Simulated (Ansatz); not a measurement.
Breaking a bond: Ga2, triplet.

Calculation: full CI/aug-cc-pVDZ, cores with 3d frozen in Ansatz (a program for electronic structure).

Task: Relative to R = 2.80 Å, what are the energies at R = 2.64, 4.53, 5.90, 7.37 Å?

Result: 0.6 kcal/mol at 2.64 Å, 21.4 kcal/mol at 4.53 Å, 26.1 kcal/mol at 5.90 Å, 27.0 kcal/mol at 7.37 Å.

The scan ran from 2.17 to 7.93 Å; beyond the distances shown full CI changes its symmetry label.
